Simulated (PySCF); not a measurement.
Atoms are numbered as in `[F:1][CH2:2][S:3][CH2:4][B:5]([F:6])[F:7]`; H(Xn) means a hydrogen on atom n.

Geometry: PBE0-D3(BJ)/def2-SVP; GIAO absolute shieldings from PySCF, gas phase, non-relativistic, averaged over equivalent atoms.

At PBE0/6-311+G(2d,p) (221 basis functions, 40 s wall time on 1 thread of an Arm Neoverse N1, shared host):
```
atoms  σ (ppm)
F6/F7    267.0
   F1    394.0
   C2     99.7
   C4    175.2
   S3    494.7
   B5     79.3
H(C2)    26.03
H(C4)    29.60
```

Predict the values at PBE0/pcSseg-2 on the same geometry.

Results:


```tsv
atoms	σ at PBE0/pcSseg-2	change
F6/F7	263.5	-3.5
F1	394.9	+0.9
C2	93.8	-5.9
C4	173.2	-2.0
S3	494.8	+0.1
B5	75.6	-3.7
H(C2)	25.82	-0.21
H(C4)	29.34	-0.26
```

The largest change is at C2 (sp3 CH2 bonded to F and S). Cost: 315 basis functions, 77 s wall time on 1 thread of an Arm Neoverse N1, shared host.

A carbon bonded to boron is broadened by the quadrupolar boron nucleus and is often missing from a measured spectrum.
